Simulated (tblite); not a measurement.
Compound: CH₁₀O₂Si₃.
Bonds: Si1–C2, C2–O3, O3–Si4, Si4–O5, O5–Si6. Hydrogens: H7, H8, H9 on Si1; H10, H11 on C2; H12, H13 on Si4; H14, H15, H16 on Si6.

Structure optimised with GFN2-xTB, isolated species.

Problem. List the bond lengths, angles and torsions at this level.

Solution. 
```
                     bond  length (Å)
                   Si1–C2       1.904
                    C2–O3       1.415
                   O3–Si4       1.615
                   Si4–O5       1.623
                   O5–Si6       1.615
   Si1–H7, Si1–H8, Si1–H9       1.464
           C2–H10, C2–H11       1.094
                  Si4–H12       1.460
                  Si4–H13       1.450
Si6–H14, Si6–H15, Si6–H16       1.463
```

Bonds in one row agree within 0.01 Å and their mean is given. A selection of angles:
```
      angle  degrees
  C2–Si1–H7    108.5
  C2–Si1–H9    108.7
  H7–Si1–H8    110.5
  Si1–C2–O3    106.0
 Si1–C2–H10    112.9
 Si1–C2–H11    112.1
  O3–C2–H10    108.4
  O3–C2–H11    110.1
 H10–C2–H11    107.3
  C2–O3–Si4    128.8
  O3–Si4–O5    111.4
 O3–Si4–H12    113.5
 O3–Si4–H13    101.4
 O5–Si4–H12    103.1
 O5–Si4–H13    109.6
H12–Si4–H13    118.1
 Si4–O5–Si6    154.9
 O5–Si6–H14    110.2
 O5–Si6–H15    106.2
H14–Si6–H15    110.4
H14–Si6–H16    111.9
H15–Si6–H16    113.0
```

Dihedral angles: Si1–C2–O3–Si4 137° (anticlinal); C2–O3–Si4–O5 -42° (synclinal); O3–Si4–O5–Si6 -7° (synperiplanar). The mirror-image conformer, all signs reversed, is as good.

O5 (siloxane oxygen) is bent (angle 154.9°). Of the pairs four or more bonds apart, Si6···H11 is among the closest relative to their van der Waals radii: 3.10 Å, 94 % of the sum of Bondi's values. Si1 (SiH3 silicon) is tetrahedral (angles from 108.3° to 110.5°). Si6 (oxygen-bound silicon) is distorted tetrahedral (angles from 104.8° to 113.0°). Si4 (oxygen-bound silicon) is distorted tetrahedral (angles from 101.4° to 118.1°).

Point group: C1 (no symmetry element, even within 0.4 Å). Its GFN2-xTB frequencies are all real (lowest 32 cm⁻¹). One conformer, not necessarily the lowest. 3 starts were optimised and ended at 0.00, 0.33 and 0.34 kcal/mol (GFN2-xTB); the lowest of these is shown.

Time: 1.4 s wall. Hardware: one thread, Arm Neoverse V1 (aarch64), no GPU (shared host). That covers the optimisation of the geometry.

The numbers are calculated, not measured.
